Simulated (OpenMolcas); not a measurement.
# Tc4+ in a point-charge field

Tc4+ among 6 point charges of -1.7 e arranged as a tetragonal octahedron (D4h), 2.09 Å from the ion, with the axial distance 2.153 Å.
```
   2.0900    0.0000    0.0000  -1.70
   0.0000    2.0900    0.0000  -1.70
  -2.0900    0.0000    0.0000  -1.70
   0.0000   -2.0900    0.0000  -1.70
   0.0000    0.0000    2.1527  -1.70
   0.0000    0.0000   -2.1527  -1.70
```

| Quantity | Value |
| --- | --- |
| Program | OpenMolcas 26.06 |
| Method | SS-CASPT2, IPEA 0.25 Eh, imaginary shift 0.1 Eh (closed shells correlated: 4s 4p) |
| Basis | ANO-RCC-VDZP [6s5p3d1f] |
| Scalar Hamiltonian | DKH2, point nucleus |
| Active space | 3 electrons in 5 orbitals (4d) |
| State averaging | 2S+1 = 4 even, 10 roots; 2S+1 = 2 even, 40 roots |
| Spin-orbit coupling | state interaction with AMFI integrals over the reference wave functions |

The lowest spin-free states (labels of D4, the rotations of D4h), above the lowest:

```tsv
State	Degeneracy	E (cm-1)	Free-ion L (%)
4B1	1	0	F (100)
4E	2	5630	F (100)
4B2	1	6420	F (100)
4A2	1	9470	F (91)
4E	2	10410	F (97)
2A1	1	14780	G (73)
2B1	1	15060	G (72)
2E	2	15670	G (60)
2A2	1	15720	G (59)
2A1	1	18600	G (100)
4A2	1	18630	P (91)
2B2	1	19010	G (58)
2E	2	19210	G (69)
4E	2	19430	P (97)
2E	2	21610	H (65)
2B2	1	21860	H (61)
2A2	1	22450	H (62)
2E	2	22580	H (51)
2B1	1	23330	H (53)
2A1	1	23850	H (52)
```

The lowest levels with spin-orbit coupling:

```
E (cm-1)  Degeneracy  Label      2S+1               g
       0           2   E3/2         4  1.48 2.97 2.97
      27           2   E1/2         4  0.05 0.05 4.59
    5380           2   E3/2         4  1.71 1.71 2.40
    5660           2   E1/2         4  1.98 2.67 2.67
    5900           2   E3/2         4  0.03 2.57 2.57
    6230           2   E1/2         4  1.15 3.80 3.80
    6310           2   E3/2         4  2.50 2.50 2.51
    6800           2   E1/2         4  0.02 0.02 7.20
    9510           2   E3/2         4  0.60 0.60 3.81
    9740           2   E1/2         4  0.79 3.35 3.35
   10490           2   E3/2         4  2.69 2.69 4.48
   11050           2   E3/2         4  1.14 3.40 3.40
   11140           2   E1/2         4  0.06 2.14 2.14
   11610           2   E1/2         4  3.76 3.76 5.81
   14990           2   E1/2         2  0.21 0.21 1.57
   15210           2   E3/2         2  0.61 1.93 1.93
   15920           2   E3/2  2 (90 %)  2.58 2.58 2.72
   15990           2   E1/2         2  0.91 1.24 1.24
   16180           2   E1/2         2  0.65 0.65 1.79
   18420           2   E3/2  4 (82 %)  0.46 0.46 4.84
```

Powder χT (cm3 K/mol): 0.662 at 2 K, 0.823 at 10 K, 1.03 at 50 K, 1.06 at 100 K, 1.1 at 200 K, 1.13 at 300 K. The effective moment at 300 K is 2.828 √(χT) = 3.01 μB.

The lowest level has 2S+1 = 4, for which the spin-only value is χT = S(S+1) / 2 = 1.875 cm3 K/mol (g = 2). The computed 1.133 at 300 K differs by -0.742, through orbital momentum, spin-orbit coupling and any other state in reach.

Free-ion shares, where given, are those of the reference states; single-state CASPT2 does not remix them. Point charges carry no covalency, so the field is a model and not that of real ligands. No measured value stands beside these numbers.

The CASPT2 steps took 2.7 s on 1 thread of Arm Neoverse V2, with other jobs on the host; the integral step is not counted.
